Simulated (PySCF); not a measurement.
# TeH4: one-bond stretch

Level of theory: PySCF, PBE0, basis Te def2-TZVP with ECP28, H def2-TZVP (scalar-relativistic core potentials, no spin–orbit coupling, density fitting).

Rigid scan from the singlet minimum (Te–H 1.729 Å (×4); H–Te–H 82.5° (×4), H–Te–H 137.7° (×2)). Coordinate: the bond from Te to the last atom (H) scaled, the rest fixed. Energies in kJ/mol from the minimum.

(1) Predict the curve at 0.92, 0.96, 1.00, 1.05, 1.12, 1.20, 1.35, 1.55, 1.80, 2.20.

Results:

(1) 
```
scale of one bond  E (kJ/mol)  dipole size (D)
             0.92        13.6             0.54
             0.96         3.1             0.50
             1.00         0.0             0.50
             1.05         3.7             0.57
             1.12        18.0             0.80
             1.20        41.7             1.14
             1.35        93.4             1.89
             1.55       160.2                –
             1.80       228.3                –
             2.20       300.4                –
```

At long bonds a restricted determinant can lie too high, and another spin state can fall below this curve.

Other isomers or separated fragments may lie lower.

The scan took 7.5 s on 2 threads of a shared Arm Neoverse V1 host; the process peaked at 1 GiB.
